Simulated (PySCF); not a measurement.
Mayer bond orders and bond lengths

Compound: C5H11N3Si.
SMILES with atom numbers: `[CH3:1]/[N:2]=[CH:3]\[CH2:4][NH:5][CH2:6][SiH2:7][C:8]#[N:9]` (hydrogens: H10, H11, H12 on C1; H13 on C3; H14, H15 on C4; H16 on N5; H17, H18 on C6; H19, H20 on Si7)

Cartesian coordinates in Å at the GFN2-xTB level; atoms count from 1:
```xyz
20
C5H11N3Si angstrom
C      3.542   -0.170   -1.016
N      2.890   -0.443    0.229
C      1.708   -0.103    0.473
C      0.714    0.635   -0.397
N     -0.644    0.649    0.111
C     -1.308   -0.644    0.094
Si    -3.156   -0.384    0.482
C     -3.844    0.687   -0.883
N     -4.281    1.332   -1.722
H      4.502    0.293   -0.783
H      2.986    0.473   -1.706
H      3.748   -1.126   -1.500
H      1.345   -0.366    1.465
H      0.690    0.193   -1.399
H      1.041    1.677   -0.500
H     -0.655    1.036    1.049
H     -1.197   -1.056   -0.914
H     -0.852   -1.378    0.778
H     -3.894   -1.650    0.460
H     -3.339    0.354    1.735
```

Bond orders from the PBE0/pcSseg-1 density (PySCF). The structure is a single GFN2-xTB conformer in the gas phase; no vibrational or solvent corrections.

(1) Where do the orders between heavy atoms depart from those drawn in the SMILES?

(2) Set the Mayer orders of the bonds between heavy atoms beside their lengths.

## Answers

(1) The largest departure is 0.167, at Si7–C8 (drawn single, 0.833). Drawn single, order below 0.88: Si7–C8 (0.833).

(2) 
```csv
bond,drawn as,length (Å),Mayer order
C1–N2,single,1.432,0.986
N2–C3,double,1.254,2.014
C3–C4,single,1.513,0.957
C4–N5,single,1.450,1.000
N5–C6,single,1.454,0.949
C6–Si7,single,1.906,0.919
Si7–C8,single,1.866,0.833
C8–N9,triple,1.145,2.940
```

Bonds between the same two heavy elements. C–N: lowest N5–C6 (0.949, 1.454 Å), highest C8–N9 (2.940, 1.145 Å). C–Si: lowest Si7–C8 (0.833, 1.866 Å), highest C6–Si7 (0.919, 1.906 Å); in 1 of the 1 pairs the longer bond (by over 0.003 Å) has the higher order (by 0.02 or more).

Problem. And the bonds to hydrogen?

Solution. C–H: 0.93 to 0.96 (8 bonds); H–N: 0.93 (1 bond); H–Si: 0.95 (2 bonds).

Problem. Sum the orders of all bonds at each heavy atom with more than one neighbour and set the sums beside the valence in the SMILES.

Solution. C1 3.846 (drawn 4), N2 3.000 (drawn 3), C3 3.927 (drawn 4), C4 3.829 (drawn 4), N5 2.878 (drawn 3), C6 3.733 (drawn 4), Si7 3.655 (drawn 4), C8 3.773 (drawn 4). Orders between atoms that aren't bonded are not in these sums.

For a closed shell the Mayer order of atoms A and B is Σ (PS)μν (PS)νμ over the basis functions μ on A and ν on B, with P the density and S the overlap matrix.
